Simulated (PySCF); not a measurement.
**Neon: a sound run and one with changed settings**

Sound run: Ne⁺ [He] 2s2 2p5, Ne²⁺ [He] 2s2 2p4. All numbers are calculated (PySCF 2.14, the spin-free X2C one-electron Hamiltonian (Gaussian nucleus), in aug-cc-pVDZ-DK). In the sound run the correlated levels freeze 1s2. The sound run starts from symmetry-adapted Hartree-Fock orbitals and uses a fine grid where one is needed.

A second run was set up differently.

```csv
species,method,sound run (hartree),changed run (hartree),converged
Ne⁺,MP2,-128.04633,-127.99678,yes
Ne⁺,CCSD(T),-128.05938,-128.00410,yes
Ne²⁺,MP2,-126.55750,-126.50562,yes
Ne²⁺,CCSD(T),-126.57176,-126.51103,yes
```

Ionisation energy of Ne⁺:

```
 method  sound run (eV)  changed run (eV)
    UHF          39.300            39.300
    MP2          40.513            40.576
SCS-MP2          40.461            40.602
   CCSD          40.459            40.611
CCSD(T)          40.480            40.629
```

What was changed?
A. too few SCF iterations
B. level shift left on
C. basis contracted for another Hamiltonian
D. a valence shell is frozen

D. Freezing a valence shell removes pair correlation that changes on ionisation.
